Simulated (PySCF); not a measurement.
## How methods differ on the excitation energy of Pt²⁺

Pt²⁺ [Xe] 4f14 5d8 (3F) → Pt²⁺ [Xe] 4f14 5d7 6s1 (5F), as a difference of total energies. Calculation: PySCF 2.14, in def2-TZVPPD with the def2 core potential (60 electrons); a scalar-relativistic core potential. Correlated levels: valence: 5s2 5p6 frozen; valence and next inner shell: nothing frozen outside the core potential. The calculations carry no spin-orbit coupling.

| method | excitation energy (cm⁻¹) |
| --- | --- |
| UHF | 20683 |
| LDA | 21931 |
| PBE | 22275 |
| PBE0 | 23217 |
| r2SCAN | 21153 |
| BP86 | 22509 |
| M06-L | 24431 |
| HSE06 | 23142 |
| LC-wPBE | 24646 |
| MP2 (valence) | 25005 |
| SCS-MP2 (valence) | 27708 |
| MP2 (valence and next inner shell) | 22316 |
| SCS-MP2 (valence and next inner shell) | 24187 |
